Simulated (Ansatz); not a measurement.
Cartesian coordinates (Å):
```xyz
4

B      0.0000     0.0000     0.0003
H     -1.0231    -0.6088    -0.0792
H     -0.0140     1.1931    -0.0022
H      1.0372    -0.5843     0.0811
```
Charge 0, multiplicity 1.

Calculation: Ansatz (a quantum-chemistry and plane-wave program) with frozen-core CCSD(T)/cc-pVTZ // PBE0-D3(BJ)/def2-TZVP.

The HF energy is -26.40011 Ha and the MP2 correlation energy is -0.11334 Ha.

Estimate the CCSD correlation energy, the (T) correction, the total energy and the T1 diagnostic.


```
Item                            Value
-----------------------  ------------
CCSD correlation energy   -0.13507 Ha
(T) correction            -0.00253 Ha
CCSD(T) total energy     -26.53772 Ha
T1 diagnostic                   0.006
```
